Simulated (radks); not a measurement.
Results of a calculation; reference values are marked as such.
Effect of the nuclear size on neutral copper, [Ar] 3d10 4s1. Level of theory: Dirac Kohn-Sham, PBE, spin-unpolarised, spherical densities, finite nucleus; Fermi nuclear charge, rms radius 3.8823 fm (a radial shooting solver on a logarithmic mesh with Libxc functionals). The rms radius is varied about that value; shifts are against it.

rms radius (fm)  total energy shift (eV)  density at nucleus (e/bohr^3)  1s1/2 shift (meV)  2s1/2 shift (meV)  2p1/2 shift (meV)  3s1/2 shift (meV)
3.3155                           -0.0531                      2.238e+04              -22.6              -2.14              0.181             -0.316
3.6455                           -0.0231                      2.227e+04              -9.83             -0.931              0.079             -0.138
3.8823                                 0                       2.22e+04              0.000              0.000              0.000              0.000
4.1424                            0.0270                      2.212e+04               11.5               1.09             -0.092              0.161
4.3132                            0.0456                      2.208e+04               19.4               1.84             -0.155              0.271

Slopes of the eigenvalues against <r^2> in GHz/fm^2, as finite differences over the two radii next to the reference (eigenvalue slopes, not the field-shift constants of lines): 1s1/2 1330, 2s1/2 126, 2p1/2 -10.7, 3s1/2 18.6.
